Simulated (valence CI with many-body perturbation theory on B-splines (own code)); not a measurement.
**Basis-set convergence for Mo X**

Computed by configuration interaction combined with many-body perturbation theory (CI+MBPT): five valence electrons over a frozen Dirac-Fock core [Ar] 3d10, radial functions for each j: 9 s, 9 p, 8 d, 6 f, 3 g, 1 h, with the one-electron correlation potential Σ1, the two-electron term Σ2, the three-electron term Σ3, Breit, model QED; selected CI, second order for the rest, scaled by the run's own slope (own B-spline code, finite nucleus).

No measured levels were compared; by estimate levels hold to about 250 cm⁻¹ or 0.2 % of their energy and the worst to 1 %, as in measured heavy ions of charge 2 to 7; those with d or f electrons hold less well. Among the levels kept, up to 1500 cm⁻¹ of a level comes from second order outside the variational space, and about a tenth of that is noise between levels of different J, which matters for small intervals.

The reference run has the lowest level 4s²4p³ ⁴S°_3/2 and an ionisation energy of 186.033 eV. Its largest variational space holds 19991 state functions.

Names give the largest LS component (configuration and term), which can be under half, so a name can repeat, a term be missing and a line seem to break the LS rules; names also repeat where a configuration has a term twice.

Changed runs:
A. basis 6 s, 6 p, 5 d, 3 f, 1 g
B. basis 5 s, 5 p, 4 d, 2 f

Excitation energies of the reference run in cm⁻¹, and shifts in cm⁻¹:

```tsv
Level	Reference	A	B
4s²4p³ ²D°_3/2	27028	+139	+530
4s²4p³ ²D°_5/2	35667	+152	+574
4s²4p³ ²P°_1/2	55543	+200	+761
4s²4p³ ²P°_3/2	70727	+172	+667
4s4p⁴ ⁴P_5/2	224780	-22	+41
4s4p⁴ ⁴P_3/2	239709	-29	+18
4s4p⁴ ⁴P_1/2	244293	-16	+62
4s4p⁴ ²D_3/2	276588	+112	+485
4s4p⁴ ²D_5/2	281537	+110	+484
4s4p⁴ ²S_1/2	314721	+210	+808
4s4p⁴ ²P_3/2	318546	+114	+456
4s4p⁴ ²P_1/2	341772	+151	+607
Ionisation energy (eV)	186.033	-0.026	-0.080
```
